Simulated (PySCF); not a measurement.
C₂F₅, SMILES F[C](F)C(F)(F)F, doublet (CAM-B3LYP/def2-SVP optimised geometry):

```
7

F      1.266     0.181     1.090
C      0.728    -0.312     0.000
F      1.265     0.181    -1.091
C     -0.782    -0.312     0.000
F     -1.266     0.932     0.000
F     -1.231    -0.932    -1.083
F     -1.233    -0.932     1.082
```

Level of theory: unrestricted CAM-B3LYP/def2-TZVP (PySCF).

Task: What are the frontier orbital energies (α orbitals alone; a β orbital can be the lowest empty one) and the dipole moment?

Result: HOMO-2 -14.06 eV, HOMO-1 -13.58 eV, HOMO -9.35 eV, LUMO 2.95 eV, LUMO+1 3.17 eV; dipole moment 0.48 D.

Meta-Löwdin charges at CAM-B3LYP/def2-TZVP: F1 -0.22, C2 0.44, F3 -0.22, C4 0.77, F5 -0.27, F6 -0.26, F7 -0.26.
